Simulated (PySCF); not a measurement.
## TDDFT excited states: C4H9ClSSi

Species: C₄H₉ClSSi.
Z-matrix (Å and degrees, GFN2-xTB geometry), rows numbered from 1:
```
C 
C   1  1.5260
C   2  1.5230  1  110.33
S   3  1.8315  2  110.79  1  -176.07
Si  4  2.1471  3   93.42  2    32.53
Cl  5  2.0159  4  114.18  3   111.97
C   2  1.5301  1  111.81  3  -121.37
H   1  1.0874  2  110.27  3  -179.09
H   1  1.0884  2  110.50  3    61.04
H   1  1.0875  2  110.62  3   -59.09
H   2  1.0956  1  109.02  3   118.45
H   3  1.0882  2  111.91  1    65.35
H   3  1.0903  2  111.07  1   -56.67
H   5  1.4542  4  108.53  3  -125.26
H   7  1.0887  2  110.32  1   -69.95
H   7  1.0928  2  109.28  1    47.37
```

Theory: TDDFT B3LYP/def2-SVPD, vertical, gas phase, core orbitals frozen in the response in PySCF 2.14.0, density-fitted response routines.

```csv
state,λ (nm),E (eV),f,|μ| (D),"main configurations (H = HOMO, L = LUMO)"
S1,229.5,5.40,0.0011,0.24,H→L (94%)
S2,209.3,5.92,0.023,1.02,"H→L+1 (60%), H→L+2 (36%)"
S3,199.5,6.21,0.028,1.10,"H→L+2 (51%), H→L+1 (36%)"
S4,195.7,6.33,0.010,0.65,"H→L+3 (86%), H→L+2 (8%)"
S5,183.8,6.74,0.023,0.94,H→L+4 (86%)
S6,181.1,6.85,0.0020,0.28,H-1→L (88%)
S7,176.7,7.02,0.0067,0.50,"H→L+5 (78%), H→L+6 (16%)"
S8,176.0,7.04,0.0083,0.56,"H→L+6 (64%), H→L+5 (13%), H→L+7 (13%)"
```

Triplets (Tamm–Dancoff): T1 5.01 eV, H→L (89%); T2 5.53 eV, H→L+1 (62%), H→L+2 (28%); T3 5.95 eV, H→L+2 (62%), H→L+1 (25%).

The lowest singlet lies at 5.40 eV (229 nm, ultraviolet) and is very weak; its leading configuration is HOMO→LUMO (94%). The most intense listed level is S3 at 6.21 eV (200 nm, f = 0.028), 0.81 eV above S1. Löwdin shares by element: HOMO sulfur 70%, carbon 10% or more, silicon 7%; LUMO sulfur 27%, silicon 17%, carbon 10% or more, chlorine 7% (atoms not listed hold the other 40%). Of the 8 states listed, 4 reach f = 0.01 and none stays under 0.0005. Weighted by f, the mean energy of these states is 6.40 eV. The oscillator strengths of these states sum to 0.103; summed over the whole spectrum of an exact calculation they would give the number of electrons, 80 (Thomas–Reiche–Kuhn). Only the lowest 8 singlets were computed, as vertical energies without vibronic structure.

The run took 47 s wall on one thread, Arm Neoverse V1 (aarch64), no GPU, shared host with 32 logical CPUs at a one-minute load of 26, and the process peaked at 0.87 GiB of memory.

One conformer stands for the species.
